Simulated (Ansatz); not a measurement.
Molecule: sum formula BN₂H₃F (charge -1, singlet). It need not be the lowest isomer of its formula. Whether it binds its extra electron was not tested at this geometry. 
Geometry from a B3LYP-D3(BJ)/def2-TZVP (Ansatz, a quantum-chemistry and plane-wave program) optimisation:
SMILES: FB([NH-])N
```xyz
7

B      0.1146    -0.0812    -0.0089
F      0.2503     1.3128     0.2595
N      1.1100    -1.0113     0.0294
N     -1.2997    -0.3678    -0.3655
H      2.0170    -0.5945     0.2286
H     -1.9890     0.1883     0.1215
H     -1.5256    -1.3489    -0.2879
```
Charge -1, spin multiplicity 1.

Basis-set convergence of Hartree-Fock and CCSD correlation energies (hartree) with Ansatz. Valence correlation only, unless marked. No spin-orbit coupling. No relativistic terms.

```
basis        functions       E(HF)  E(corr, CCSD)
-----------  ---------  ----------  -------------
aug-cc-pVDZ        119  -234.91256       -0.68480
aug-cc-pVTZ        253         ___            ___
```

### Question
Complete the blanks.

### Answer

- aug-cc-pVTZ, E(HF): -234.97289
- aug-cc-pVTZ, E(corr, CCSD): -0.82147
